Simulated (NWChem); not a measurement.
Program: NWChem. System: C₄H₉N, charge 0, spin multiplicity 1, at a geometry optimised with PBE0/def2-SVP. The structure started from a generated list of species. Level: PBE0/def2-SVP.

Part of the output:

```
             Northwest Computational Chemistry Package (NWChem) 7.3.0
             --------------------------------------------------------

                                NWChem Input Module
                                -------------------

 Scaling coordinates for geometry "geometry" by  1.889725989
 (inverse scale =  0.529177249)

                             Geometry "geometry" -> ""
                             -------------------------

 Output coordinates in angstroms (scale by  1.889725989 to convert to a.u.)

  No.       Tag          Charge          X              Y              Z
 ---- ---------------- ---------- -------------- -------------- --------------
    1 C                    6.0000     1.91909400     0.61007200     0.05128900
    2 C                    6.0000     0.97819100    -0.33907500    -0.10795600
    3 N                    7.0000    -0.38433200    -0.17132800    -0.18560400
    4 C                    6.0000    -1.23846400    -1.27805700     0.15257200
    5 C                    6.0000    -0.92578900     1.14571200    -0.00998900
    6 H                    1.0000     2.97191400     0.32779300     0.02427600
    7 H                    1.0000     1.68390300     1.66656600     0.19190600
    8 H                    1.0000     1.28865200    -1.38452100    -0.21941200
    9 H                    1.0000    -2.20291800    -1.19311700    -0.37342800
   10 H                    1.0000    -1.45143100    -1.35358500     1.23908400
   11 H                    1.0000    -0.76805700    -2.22167200    -0.16099800
   12 H                    1.0000    -0.82572600     1.52183600     1.02945800
   13 H                    1.0000    -0.41084600     1.85837700    -0.67337900
   14 H                    1.0000    -1.99336100     1.14571300    -0.27377700

 Effective nuclear repulsion energy (a.u.)     181.3255893508

            Nuclear Dipole moment (a.u.)
            ----------------------------
        X                 Y               Z
 ---------------- ---------------- ----------------
    -0.0000037795     0.0000113384    -0.0000037795


 Summary of "ao basis" -> "" (spherical)
 ------------------------------------------------------------------------------
       Tag                 Description            Shells   Functions and Types
 ---------------- ------------------------------  ------  ---------------------
 *                          def2-svp                  on all atoms

                                 NWChem DFT Module
                                 -----------------

 Summary of "ao basis" -> "ao basis" (spherical)
 ------------------------------------------------------------------------------
       Tag                 Description            Shells   Functions and Types
 ---------------- ------------------------------  ------  ---------------------
 C                          def2-svp                 6       14   3s2p1d
 N                          def2-svp                 6       14   3s2p1d
 H                          def2-svp                 3        5   2s1p

 Summary of "ao basis" -> "ao basis" (spherical)
 ------------------------------------------------------------------------------
       Tag                 Description            Shells   Functions and Types
 ---------------- ------------------------------  ------  ---------------------
 C                          def2-svp                 6       14   3s2p1d
 N                          def2-svp                 6       14   3s2p1d
 H                          def2-svp                 3        5   2s1p

            General Information
            -------------------
          SCF calculation type: DFT
          Wavefunction type:  closed shell.
          No. of atoms     :    14
          No. of electrons :    40
           Alpha electrons :    20
            Beta electrons :    20
          Charge           :     0
          Spin multiplicity:     1
          Use of symmetry is: off; symmetry adaption is: off
          Maximum number of iterations: 100
          AO basis - number of functions:   115
                     number of shells:    57
          Convergence on energy requested:  1.00D-06
          Convergence on density requested:  1.00D-05
[...]
          dE off:    2 iters        100 iters           100 iters

      Screening Tolerance Information
      -------------------------------
          Density screening/tol_rho:  1.00D-10
          AO Gaussian exp screening on grid/accAOfunc:  14
          CD Gaussian exp screening on grid/accCDfunc:  20
          XC Gaussian exp screening on grid/accXCfunc:  20
          Schwarz screening/accCoul:  1.00D-08

      Superposition of Atomic Density Guess
      -------------------------------------

 Sum of atomic energies:        -209.23693478

      Non-variational initial energy
      ------------------------------

 Total energy =    -212.745614
 1-e energy   =    -638.833230
 2-e energy   =     244.762027
 HOMO         =      -0.227225
 LUMO         =       0.043860

------------------------------------------------------------
EAF file 0: "./mol.aoints.0" size=524288 bytes
------------------------------------------------------------
               write      read    awrite     aread      wait
               -----      ----    ------     -----      ----
     calls:        1         0         0         0         0
   data(b): 5.24e+05  0.00e+00  0.00e+00  0.00e+00
   time(s): 0.00e+00  0.00e+00  0.00e+00  0.00e+00  0.00e+00
rate(mb/s): 0.00e+00  0.00e+00
------------------------------------------------------------

   convergence    iter        energy       DeltaE   RMS-Dens  Diis-err    time
 ---------------- ----- ----------------- --------- --------- ---------  ------
 d= 0,ls=0.0,diis     1   -212.0986720954 -3.93D+02  1.44D-02  3.85D-01     3.2
 d= 0,ls=0.0,diis     2   -212.1240180771 -2.53D-02  4.45D-03  1.84D-01     4.2
 d= 0,ls=0.0,diis     3   -212.1350549364 -1.10D-02  2.15D-03  1.04D-01     5.3
 d= 0,ls=0.0,diis     4   -212.1486455470 -1.36D-02  3.05D-04  3.43D-03     6.5
 d= 0,ls=0.0,diis     5   -212.1489986428 -3.53D-04  6.20D-05  8.65D-05     7.6
  Resetting Diis
 d= 0,ls=0.0,diis     6   -212.1490068020 -8.16D-06  2.01D-05  1.05D-05     8.6
 d= 0,ls=0.0,diis     7   -212.1490079252 -1.12D-06  1.07D-05  7.57D-07     9.5
 d= 0,ls=0.0,diis     8   -212.1490078814  4.38D-08  5.93D-06  1.15D-06    10.5

         Total DFT energy =     -212.149007881378
      One electron energy =     -643.707583042364
           Coulomb energy =      281.888375727527
    Exchange-Corr. energy =      -31.655389917346
 Nuclear repulsion energy =      181.325589350804

 Numeric. integr. density =       39.999980819613

     Total iterative time =     10.1s

                       DFT Final Molecular Orbital Analysis
                       ------------------------------------

 Vector   18  Occ=2.000000D+00  E=-3.647853D-01
              MO Center=  1.4D+00,  2.6D-01, -1.1D-02, r^2= 2.9D+00
   Bfn.  Coefficient  Atom+Function         Bfn.  Coefficient  Atom+Function
  ----- ------------  ---------------      ----- ------------  ---------------
     5      0.297885   1 C  py               76      0.298051   7 H  s
    81      0.276053   8 H  s                19     -0.241611   2 C  py
    71     -0.226356   6 H  s                61     -0.159392   5 C  py
    77      0.158145   7 H  s                82      0.153121   8 H  s
     4     -0.143530   1 C  px               31     -0.137529   3 N  s

 Vector   19  Occ=2.000000D+00  E=-3.129967D-01
              MO Center=  3.3D-01, -2.3D-02, -4.8D-03, r^2= 2.9D+00
   Bfn.  Coefficient  Atom+Function         Bfn.  Coefficient  Atom+Function
  ----- ------------  ---------------      ----- ------------  ---------------
    20      0.357904   2 C  pz               34     -0.284855   3 N  pz
    23      0.230596   2 C  pz                6      0.228769   1 C  pz
    37      0.213959   3 N  pz              101     -0.159731  12 H  s
    62     -0.155812   5 C  pz               91     -0.140136  10 H  s
     9      0.133991   1 C  pz               48     -0.121921   4 C  pz

 Vector   20  Occ=2.000000D+00  E=-2.005650D-01
              MO Center=  6.2D-01,  1.6D-01, -1.7D-02, r^2= 3.1D+00
   Bfn.  Coefficient  Atom+Function         Bfn.  Coefficient  Atom+Function
  ----- ------------  ---------------      ----- ------------  ---------------
    34      0.413893   3 N  pz                6      0.367505   1 C  pz
    37     -0.367908   3 N  pz                9      0.313981   1 C  pz
    20      0.168782   2 C  pz               92      0.150521  10 H  s
   102      0.149729  12 H  s                91      0.133790  10 H  s
   101      0.117981  12 H  s                23      0.114098   2 C  pz

 Vector   21  Occ=0.000000D+00  E= 4.916574D-02
              MO Center=  9.2D-01,  1.8D-02,  1.3D-01, r^2= 3.7D+00
   Bfn.  Coefficient  Atom+Function         Bfn.  Coefficient  Atom+Function
  ----- ------------  ---------------      ----- ------------  ---------------
    23     -0.631627   2 C  pz                9      0.581951   1 C  pz
    45      0.528433   4 C  s                92     -0.496149  10 H  s
    20     -0.419832   2 C  pz               59      0.400068   5 C  s
   102     -0.388622  12 H  s                 6      0.352478   1 C  pz
    87     -0.282202   9 H  s                37      0.241625   3 N  pz

 Vector   22  Occ=0.000000D+00  E= 6.962853D-02
              MO Center= -9.1D-01, -5.1D-01, -9.5D-03, r^2= 7.4D+00
   Bfn.  Coefficient  Atom+Function         Bfn.  Coefficient  Atom+Function
  ----- ------------  ---------------      ----- ------------  ---------------
    45      1.529165   4 C  s                59      1.342960   5 C  s
   112     -0.840316  14 H  s                97     -0.834631  11 H  s
    87     -0.765851   9 H  s                92     -0.649047  10 H  s
    82     -0.628999   8 H  s               102     -0.554542  12 H  s
   107     -0.494290  13 H  s                50     -0.385228   4 C  py

 Vector   23  Occ=0.000000D+00  E= 9.816995D-02
              MO Center=  2.9D-01,  1.6D-01, -4.0D-02, r^2= 7.9D+00
   Bfn.  Coefficient  Atom+Function         Bfn.  Coefficient  Atom+Function
  ----- ------------  ---------------      ----- ------------  ---------------
    59      1.621573   5 C  s                82      1.013539   8 H  s
   107     -0.795009  13 H  s               102     -0.776628  12 H  s
    77     -0.769909   7 H  s                97      0.758929  11 H  s
    17     -0.650075   2 C  s               112     -0.600824  14 H  s
    45     -0.500224   4 C  s                22      0.422269   2 C  py

 center of mass
 --------------
 x =   0.04502262 y =  -0.00970552 z =  -0.02069028

 moments of inertia (a.u.)
 ------------------
         236.288062070974         -76.023232208378           7.136433498500
         -76.023232208378         416.477819455421           5.227848852992
           7.136433498500           5.227848852992         621.864284477713

     Multipole analysis of the density
     ---------------------------------

     L   x y z        total         alpha         beta         nuclear
     -   - - -        -----         -----         ----         -------
     0   0 0 0     -0.000000    -20.000000    -20.000000     40.000000

     1   1 0 0     -0.610693     -0.305344     -0.305344     -0.000004
     1   0 1 0     -0.208912     -0.104462     -0.104462      0.000011
     1   0 0 1      0.070735      0.035369      0.035369     -0.000004

     2   2 0 0    -23.883031   -135.000155   -135.000155    246.117279
     2   1 1 0     -0.574511    -22.820924    -22.820924     45.067337
     2   1 0 1     -0.101630      2.429669      2.429669     -4.960968
     2   0 2 0    -22.148056    -84.067456    -84.067456    145.986857
     2   0 1 1      0.083034      1.558304      1.558304     -3.033574
     2   0 0 2    -26.130832    -19.924634    -19.924634     13.718436

 Task  times  cpu:       10.5s     wall:       10.5s

 Total times  cpu:       10.5s     wall:       10.5s
```

Problem. Write an NWChem input that would produce this output.

Solution. This is not unique; one that fits is 
```
start mol
memory heap 200 mb stack 800 mb global 1000 mb
geometry units angstroms nocenter noautoz noautosym
  C      1.919094     0.610072     0.051289
  C      0.978191    -0.339075    -0.107956
  N     -0.384332    -0.171328    -0.185604
  C     -1.238464    -1.278057     0.152572
  C     -0.925789     1.145712    -0.009989
  H      2.971914     0.327793     0.024276
  H      1.683903     1.666566     0.191906
  H      1.288652    -1.384521    -0.219412
  H     -2.202918    -1.193117    -0.373428
  H     -1.451431    -1.353585     1.239084
  H     -0.768057    -2.221672    -0.160998
  H     -0.825726     1.521836     1.029458
  H     -0.410846     1.858377    -0.673379
  H     -1.993361     1.145713    -0.273777
end
basis spherical
  * library def2-svp
end
dft
  xc pbe0
  semidirect memsize 60000000 filesize 0
  iterations 100
end
task dft energy
```
